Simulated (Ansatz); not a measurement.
Cost and result for the atomization energy of `[OH][Sn]([Cl])[Cl]` radical (5 atoms, 4 bonds).

```xyz
5

O     1.2969   -0.6316    0.0776
Sn   -0.2761    0.2503   -0.6928
Cl   -1.8757   -1.4347   -0.8699
Cl   -0.9770    1.8438    0.8808
H     1.8319   -0.0278    0.6044
```

Charge 0, multiplicity 2. Correlated methods include outer-core shells of Sn, which these sets cover unevenly. Sn takes the def2 core potential. Geometry: relaxed with PBE0-D4/def2-TZVP. It is one conformer, not always the lowest. Program: Ansatz. Hardware: A = 2 threads of an AMD EPYC 7R13 on a shared host; B = 2 threads of an AMD EPYC 7R13 on a shared host and a share of an NVIDIA H100 80 GB. Times are those of one run each, without the atoms' runs, and a repeat can differ threefold. Electronic energies, without spin–orbit coupling; frozen cores. CCSD(T)/CBS adds CCSD(T) − MP2 in def2-TZVPP to the MP2 limit, and its time is that of the two runs behind it. T1 = 0.017; ⟨S²⟩ of the reference is 0.76. With those shells the extrapolation isn't a true limit.

CCSD(T)/CBS is a level of theory with its own doubt, some kJ/mol a heavy atom from the limit and from the frozen cores, so smaller differences don't rank the functionals.

```tsv
level	functions	wall time
LDA (SPW92)/def2-TZVPP [A]	179	1.6 s
revPBE-D4/def2-TZVPP [A]	179	3 s
PBE0-D4/def2-TZVPP [A]	179	5.5 s
CAM-B3LYP-D4/def2-TZVPP [A]	179	6 s
PBE-QIDH/def2-TZVPP [A]	179	7 s
B2PLYP/def2-TZVPP [A]	179	7 s
r2SCAN-D4/def2-TZVPP (with forces) [A]	179	8.5 s
r2SCANh-D4/def2-TZVPP [A]	179	9 s
CCSD(T)/def2-SVP [A]	81	9.5 s
MP2/def2-QZVPP [B]	309	9.5 s
B97M-V/def2-TZVPP [A]	179	11 s
CCSD(T)/def2-TZVPP [B]	179	14 s
CCSD(T)/CBS(def2)	–	24 s
```

**Question.** What atomization energy does each give, and how far from CCSD(T)/CBS? (An estimate is asked.)

**Answer.** The calculation gave: 
```
                                 level  atomization (kcal/mol)  difference from CCSD(T)/CBS  per bond
            LDA (SPW92)/def2-TZVPP [A]                   406.8                         63.3      15.8
              revPBE-D4/def2-TZVPP [A]                   339.6                         -3.9      -1.0
                PBE0-D4/def2-TZVPP [A]                   338.2                         -5.3      -1.3
           CAM-B3LYP-D4/def2-TZVPP [A]                   335.8                         -7.7      -1.9
               PBE-QIDH/def2-TZVPP [A]                   333.8                         -9.7      -2.4
                 B2PLYP/def2-TZVPP [A]                   331.8                        -11.7      -2.9
r2SCAN-D4/def2-TZVPP (with forces) [A]                   345.9                          2.4       0.6
             r2SCANh-D4/def2-TZVPP [A]                   340.1                         -3.4      -0.9
                  CCSD(T)/def2-SVP [A]                   298.1                        -45.4     -11.3
                    MP2/def2-QZVPP [B]                   349.6                          6.1       1.5
                 B97M-V/def2-TZVPP [A]                   349.4                          5.9       1.5
                CCSD(T)/def2-TZVPP [B]                   325.9                        -17.6      -4.4
                     CCSD(T)/CBS(def2)                   343.5                          0.0       0.0
```

From PBE to PBE0 (25 % exact exchange), in def2-TZVPP and without D4, the atomization energy moves by −14.2 kcal/mol: exact exchange takes away binding that semilocal exchange gives to molecules. In def2-TZVPP, CCSD(T) changes the Hartree–Fock value by +106.8 kcal/mol (the triples alone add +10.1 kcal/mol) and MP2 by +119.7 kcal/mol; breaking electron pairs costs correlation energy, which Hartree–Fock lacks. Leaving LDA and LC-ωPBE aside and taking each functional with its dispersion term where it has one, the values, not all of them listed here, spread over 35.1 kcal/mol, from BHLYP-D4 to PBE-D4. LDA lies +57.3 kcal/mol from PBE without D4, its usual overbinding.

Spin–orbit coupling would lower the free Sn atoms strongly, and the atomization energy with them, by more than many differences here. For some Ge, Se and Sn compounds the MP2-based and the directly extrapolated limit differ by 10 to 25 kJ/mol.
